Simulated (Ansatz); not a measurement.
Ansatz (a program for electronic structure) input:

Ansatz 0.2 input:
```yaml
crystal:
  periodic: [false, false, false]
  atoms:
    - {symbol: Si, position_ang: [-0.48600714, -0.00332273, -0.06309540]}
    - {symbol: C, position_ang: [-2.32126024, -0.01586996, -0.30135536]}
    - {symbol: Br, position_ang: [0.17167494, 1.96990524, 0.72190295]}
    - {symbol: Br, position_ang: [0.54089652, -0.38131167, -1.99829306]}
    - {symbol: Br, position_ang: [0.11011366, -1.58296904, 1.38319442]}
    - {symbol: H, position_ang: [-2.81857188, 0.17005647, 0.65126254]}
    - {symbol: H, position_ang: [-2.63700915, -0.98614186, -0.68637929]}
    - {symbol: H, position_ang: [-2.60673671, 0.76096506, -1.01156583]}
basis:
  gaussian:
    orbitals: def2-TZVPD
hamiltonian:
  xc: {name: HSE06}
output: {forces: true}
```

### Question
What final total energy does it print?

### Answer
-8051.00955 Eh (HSE06/def2-TZVPD). The basis has 278 functions.
